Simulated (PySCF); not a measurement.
# Correlation energy of C⁴⁺ (carbon, charge +4)

1s2, closed-shell 1S. All numbers are calculated (PySCF 2.14, scalar relativity by spin-free X2C-1e, in an even-tempered Gaussian basis (17 s from 1.2 bohr⁻², ratio 2.2; 7 p from 1.9 bohr⁻², ratio 2.4; 4 d from 5.8 bohr⁻², ratio 2.4; 3 f from 8.8 bohr⁻², ratio 2.4; 3 g from 13 bohr⁻², ratio 2.4)). Frozen: nothing; 2 electrons correlated; the 13 highest virtual orbitals of each spin left out.

With two correlated electrons CCSD is exact within the correlated space (frozen core and kept virtual orbitals).

| level | correlation energy (mhartree) |
| --- | --- |
| CCSD | -44.61 |

Diagnostics: T1 = 7.6e-05, D1 = 0.0001, largest double amplitude 0.007.

Cost of the coupled-cluster step: of the order of 5 core-seconds, for 2 correlated electrons.
